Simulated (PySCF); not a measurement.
Computed shifts of a molecule C₂H₄F₂Si, PBE/pcSseg-1 in PySCF, GIAO, gas phase, atoms alike by connectivity averaged where their shifts nearly agree, in ppm (number of nuclei): ¹³C: 176.7 (1), 115.1 (1). ¹⁹F: -118.1 (1), -258.0 (1). ²⁹Si: -16.4 (1). ¹H: 6.02 (1), 5.74 (1), 5.63 (2). References: ¹³C against TMS (σ = 182.0 ppm); ¹⁹F against CFCl3 (σ = 133.6 ppm); ²⁹Si against TMS (σ = 335.4 ppm); ¹H against TMS (σ = 31.49 ppm), references at their B3LYP-D3(BJ)/def2-TZVP geometries, non-relativistic. Geometry: B3LYP-D3(BJ)/def2-SVP. Other conformers were not sampled.

### Question
Identify the compound among the candidates.
(A) C=C[SiH](F)F
(B) FC(F)=C[SiH3]
(C) C=C(F)[SiH2]F
(D) F/C=C(/F)[SiH3]

### Answer
C, C=C(F)[SiH2]F
